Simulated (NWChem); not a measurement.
C2H6OSi; SMILES C1OC[SiH2]1

```xyz
10

C      0.1236    -1.1332     0.4639
O      0.0793     0.0000     1.3363
C      0.1236     1.1332     0.4639
Si    -0.0299     0.0000    -1.0623
H     -0.7009    -1.8355     0.6770
H      1.0749    -1.6893     0.5612
H      1.0749     1.6893     0.5612
H     -0.7009     1.8355     0.6770
H     -1.3417     0.0000    -1.7791
H      1.0694     0.0000    -2.0757
```
Atoms are numbered in this order, from 1.

Program: NWChem. Geometry: optimised at PBE0/def2-SVP. Level: PBE0/def2-SVP with SMD (1 M gas to 1 M solution), gas-phase geometry. Reactions with the solvent are ignored.

For solvent toluene:

```yaml
cavity-dispersion-structure term (kcal/mol): -0.6
dipole in solution (D): 1.74
```

Q: Estimate the same quantities for solvent water.

A: 
* **cavity-dispersion-structure term (kcal/mol)**: 3.1
* **dipole in solution (D)**: 2.14
